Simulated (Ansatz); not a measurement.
(SnS2)n: binding per atom (eV) at several levels, gas phase, relaxed structures; Ansatz. Clusters are the lowest isomers that short searches found in that spin, judged at the geometry's level. Core potentials for Sn in the def2 sets, no spin–orbit coupling. Binding counts from free atoms in the multiplicity of their measured ground term, without zero-point energy. Singlets are spin-restricted. The structures are stationary points that may keep the symmetry of their start.

```csv
species,state,geometry,PBE-D4/def2-TZVP,r2SCAN-D4/def2-TZVP,PBE0-D4/def2-SVP,PBE0-D4/def2-TZVP
SnS2,singlet,r2SCAN-D4/def2-TZVP,2.85,2.70,2.55,2.68
Sn2S4,singlet,PBE-D4/def2-SVP,3.22,3.05,2.95,3.03
Sn6S12,singlet,PBE-D4/def2-SVP,3.44,3.26,3.21,3.26
```

(1) Estimate the column for PBE-D4/def2-SVP.

(1) SnS2 2.74; Sn2S4 3.15; Sn6S12 3.41.
